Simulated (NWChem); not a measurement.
System: VF5; SMILES [F][V]([F])([F])([F])[F]

The following NWChem deck was run.

```
start job
memory heap 200 mb stack 900 mb global 1100 mb
geometry units angstroms noautosym nocenter noautoz
  V      0.000000     0.000000     0.000000
  F      0.000000     0.000000    -1.720696
  F      0.000000     0.000000     1.720696
  F      1.627439    -0.436071     0.000000
  F     -0.436071     1.627439     0.000000
  F     -1.191368    -1.191368     0.000000
end
basis spherical
  * library def2-svpd
end
dft
  xc b3lyp
  iterations 150
end
property
  response 1 0.0
end
task dft property
```

Structure relaxed at the PBE0/def2-SVP level.

Static field.

**Question.** What results follow from this input? (B3LYP/def2-SVPD.) Quantities: isotropic polarisability (bohr³); anisotropy (bohr³).

**Answer.** The isotropic polarisability (bohr³) is 40.4. The anisotropy (bohr³) is 7.7.
